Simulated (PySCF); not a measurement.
AlMe2Ph, C8H11Al.
Cartesian coordinates in Å at the PBE0-D3(BJ)/def2-SVP level; atoms count from 1:
```xyz
20
C8H11Al angstrom
Al     0.7710    1.3548    0.0043
C      2.7003    1.3184    0.3514
H      3.2078    0.5271   -0.2261
H      2.8990    1.0988    1.4157
H      3.1971    2.2743    0.1209
C     -0.2253    3.0044   -0.3515
H     -1.1823    3.0381    0.1962
H     -0.4822    3.0751   -1.4240
H      0.3407    3.9144   -0.0966
C     -0.2074   -0.3433    0.0077
C     -1.5887   -0.3979   -0.2597
C     -2.2879   -1.6041   -0.2601
C     -1.6157   -2.7957    0.0116
C     -0.2475   -2.7747    0.2813
C      0.4423   -1.5627    0.2769
H     -2.1370    0.5258   -0.4743
H     -3.3603   -1.6177   -0.4722
H     -2.1602   -3.7436    0.0134
H      0.2819   -3.7071    0.4948
H      1.5168   -1.5704    0.4896
```

Computed with delta-SCF UKS SCAN, pcX-2 on the ionised atom, pcseg-1 elsewhere, spin-free X2C (PySCF 2.14.0). These are vertical core ionisation energies against the vacuum level, from separate self-consistent calculations with and without the core hole.

Some binding energies are withheld.

```tsv
atom(s)	bonded to	level	binding energy (eV)
C2/C6	3 H and Al	C 1s	?
C10	2 C and Al	C 1s	?
C11/C15	2 C and H	C 1s	289.95
C12/C14	2 C and H	C 1s	290.02
C13	2 C and H	C 1s	?
Al1	3 C	Al 1s	1565.74
```

Problem. Fill in C 1s for C13.

Solution. 290.09 eV (carbon bonded to 2 C and H). The nearest listed C 1s value is that of C12/C14; the shift against it is +0.07 eV.

Problem. What is the C 1s binding energy of C10?

Solution. 289.13 eV (carbon bonded to Al and 2 C). The nearest listed C 1s value is that of C11/C15; the shift against it is -0.82 eV.

Problem. Fill in C 1s for C2/C6.

Solution. 289.44 eV (carbon bonded to Al and 3 H). The nearest listed C 1s value is that of C11/C15; the shift against it is -0.51 eV.

The listed C 1s values span 0.96 eV, from C10 (bonded to 2 C and Al) to C13 (bonded to 2 C and H). The widest gap between neighbouring values is 0.51 eV, between 289.44 and 289.95 eV.

Problem. Express the binding energy of C 1s of C12/C14 in atomic units and per mole.

Solution. 290.02 eV = 10.6580 Eh = 27983 kJ/mol.

The first atom of each set that the bonding makes equivalent was ionised and stands for the set. One conformer (not necessarily the lowest) at the PBE0-D3(BJ)/def2-SVP geometry, without solvent, vibrations or thermal averaging.

The run took 66 s wall, 2.9 min CPU on an Intel Xeon 6975P-C with 2 threads, shared host with 192 logical CPUs at a one-minute load of 121, and the process peaked at 0.97 GiB of memory.
